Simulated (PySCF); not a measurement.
The numbers are results of M06-2X/def2-TZVP // PBE0-D3(BJ)/def2-TZVP (PySCF 2.14.0), not measurements. Isolated molecules, 0 K electronic values unless said otherwise. One relaxed conformer stands for a flexible species; it need not be the lowest. Excitations are Tamm–Dancoff values on a coarser integration grid. The basis has no diffuse functions, so Rydberg states are missing or too high.

Reference species (SMILES): `CC#CS` (neutral, multiplicity 1).

* **HOMO**: -7.62 eV
* **S1 excitation (TDA)**: 4.80 eV

Changed species: `C1CC=1S` (H–S–C–C torsion 180°).

### Question
Give the shifts of the HOMO and S1 excitation (TDA).

### Answer
the HOMO rises by 0.06 eV, to -7.56 eV; the S1 excitation (TDA) rises by 0.49 eV, to 5.29 eV.
